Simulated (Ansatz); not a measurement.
AsH$_{6}$NSi, SMILES `[SiH3]N[AsH2]`, relaxed with RKS PBE0-D4/def2-TZVP in the Gaussian-basis code of Ansatz from a PBE-D4/def2-SVP geometry. The force threshold is 0.005 eV/Å; the program also tests the step.

The species carries charge 0 and has multiplicity 1.

Start:

```xyz
9

Si    0.769   -0.608   -0.697
N    -0.048    0.875   -0.257
As   -1.290    1.069    1.125
H     1.638   -1.173    0.402
H     1.635   -0.326   -1.896
H    -0.257   -1.657   -1.033
H     0.372    1.769   -0.523
H    -2.203   -0.103    0.693
H    -0.616    0.154    2.186
```

```json
{"step": "1", "energy (eV)": "-70295.3349", "largest force (eV/Å)": "0.608", "largest move (Å)": "0.000"}
{"step": "2", "energy (eV)": "-70295.3705", "largest force (eV/Å)": "0.234", "largest move (Å)": "0.032"}
{"step": "3", "energy (eV)": "-70295.3745", "largest force (eV/Å)": "0.057", "largest move (Å)": "0.021"}
{"step": "4", "energy (eV)": "-70295.3751", "largest force (eV/Å)": "0.027", "largest move (Å)": "0.009"}
{"step": "5", "energy (eV)": "-70295.3755", "largest force (eV/Å)": "0.042", "largest move (Å)": "0.050"}
{"step": "6", "energy (eV)": "-70295.3757", "largest force (eV/Å)": "0.004", "largest move (Å)": "0.013"}
```

End:

```xyz
9

Si    0.762   -0.598   -0.685
N    -0.028    0.862   -0.237
As   -1.262    1.047    1.122
H     1.605   -1.158    0.410
H     1.625   -0.320   -1.864
H    -0.255   -1.628   -1.027
H     0.335    1.745   -0.554
H    -2.189   -0.084    0.679
H    -0.594    0.134    2.156
```

Hardware: 2 threads of an Arm Neoverse V1 on a shared host. Wall time 26 s, peak host memory 0.36 GiB.
